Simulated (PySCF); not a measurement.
dihydroxy(methoxymethyl)silane (C2H8O3Si), SMILES COC[SiH](O)O.

Coordinates come from a B3LYP-D3(BJ)/def2-SVP optimisation. The values are those of a single conformer.

Computed with CAM-B3LYP/def2-TZVP (PySCF).

Question: Estimate the frontier levels, gap, dipole moment and polarisability. (An estimate is asked for; the answer gives what the named calculation found.)

Answer: 
```json
{
 "highest_occupied_level": "-9.27 eV",
 "lowest_empty_level": "1.52 eV",
 "orbital_gap": "10.79 eV",
 "dipole_moment": "1.53 D",
 "quadrupole, principal values (traceless, Buckingham form, about the centre of nuclear charge)": "-9.63, -1.20, 10.83 D·Å",
 "mean_static_polarisability": "59.8 bohr³ (8.86 Å³)",
 "polarisability_principal_values": "54.5, 55.4, 69.5 bohr³"
}
```
